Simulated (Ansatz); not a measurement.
The cluster Hg₃S₂⁺, relaxed as a doublet with UKS PBE-D4/def2-SVP in Ansatz, starting from the GFN1-xTB geometry. Force threshold 0.02 eV/Å.

In the def2 sets Hg takes a core potential; there is no spin–orbit coupling. Another isomer (doublet) lies 1.53 eV lower at PBE0-D4/def2-TZVP; other spin states weren't run for this one.

Start:

```
atom    x (Å)    y (Å)    z (Å)
 Hg1   0.9118   1.3610   0.8989
 Hg2  -1.3038   0.6576  -3.2249
 Hg3  -0.2509  -1.6947   0.7479
  S4   1.0089  -0.5074   2.4799
  S5  -0.3661   0.1835  -0.9018
```

**Question.** Estimate the energy that the relaxation releases and the steps that it takes.

**Answer.** 2.8 kcal/mol, in 5 steps; 12 s on 4 threads of Arm Neoverse V2 on a shared host. No frequencies were taken in this run, so the end may be a saddle point.

**Question.** Does the start keep its bonding and symmetry?

**Answer.** By distances, no bond broke or formed. The bond that changes most is Hg3–S5, from 2.50 to 2.60 Å (atoms count from 1). Point group C2v at the start, C2v at the end, both within 0.05 Å.

**Question.** Predict the relaxed structure.

**Answer.** 
```xyz
5

Hg    0.916    1.314    0.936
Hg   -1.353    0.682   -3.342
Hg   -0.218   -1.666    0.788
S     1.063   -0.535    2.622
S    -0.408    0.205   -1.005
```
Bond lengths (bridged metal pairs left out): 5 × Hg–S 2.51 to 2.60 Å.
